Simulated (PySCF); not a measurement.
Sn(Cl)(OMe) (CH3ClOSn), SMILES [Cl][Sn][O]C (connectivity only; charge and spin as stated), neutral, multiplicity 1.

Geometry optimised at PBE0-D3(BJ)/def2-SVP. The def2 effective core potentials stand for the cores of Sn; spin–orbit coupling is left out. Other conformers were not sampled.

Computed with IEF-PCM-ωB97X/def2-SVP in PySCF.

The values are the electrostatic part of the solvation free energy, E(continuum) − E(gas) at the gas-phase geometry, in a cavity of scaled van der Waals radii (PySCF's table); cavitation and dispersion terms are not included. A continuum can't describe solvent molecules that bind to the metal. In vacuum the orbital gap is 9.40 eV. The dipole moment in vacuum is 2.02 D.

Computed values in water (ε = 78.36), dimethylsulfoxide (ε = 46.83), diethylether (ε = 4.24):
```
solvent                ε  ΔG(elec) (kcal/mol)  dipole (D)  gap (eV)
-----------------  -----  -------------------  ----------  --------
water              78.36                 -5.2        2.79      9.61
dimethylsulfoxide  46.83                 -5.1        2.78      9.61
diethylether        4.24                 -3.5        2.54      9.54
```
